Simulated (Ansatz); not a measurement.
`[CH3][Ga]([NH2])[NH2]` + `FC(Cl)(Cl)Cl` → `[NH2][Ga]([NH2])[Cl]` + `CC(F)(Cl)Cl`  (formal exchange of groups at a Ga–C bond)

Gas-phase electronic energies from Ansatz, PBE0-D4/def2-TZVP geometries. CBS: MP2 limit from def2 TZ/QZ plus the TZ coupled-cluster correction, frozen cores. Functionals use def2-TZVPP. For Ga outer-core shells are correlated without core-valence functions, which leaves a few kJ/mol of doubt a bond. Scalar relativity is left out up to krypton. Each species was taken in one conformer, which may not be the lowest.

```tsv
species	BHLYP-D4 energy (Eh)
`[CH3][Ga]([NH2])[NH2]`	-2076.68360
`FC(Cl)(Cl)Cl`	-1518.57058
`[NH2][Ga]([NH2])[Cl]`	-2497.05342
`CC(F)(Cl)Cl`	-1098.28159
```

Problem. Work out ΔE.

Solution. ΔE = (-2497.05342) + (-1098.28159) − (-2076.68360) − (-1518.57058) = -0.08083 Eh = -212.2 kJ/mol. CCSD(T)/CBS gives -195.8 kJ/mol.

Largest T1 diagnostic among the species: 0.012.

Leaving LDA and LC-ωPBE aside and taking each functional with its dispersion term where it has one, the values, not all of them listed here, spread over 30.6 kJ/mol, from BHLYP-D4 to revPBE-D4. At CCSD(T), def2-SVP lies −21.2 kJ/mol from the extrapolated value and def2-TZVPP −5.2 kJ/mol. In def2-TZVPP, CCSD(T) changes the Hartree–Fock value by +34.5 kJ/mol (the triples alone add +4.8 kJ/mol) and MP2 by +35.0 kJ/mol.
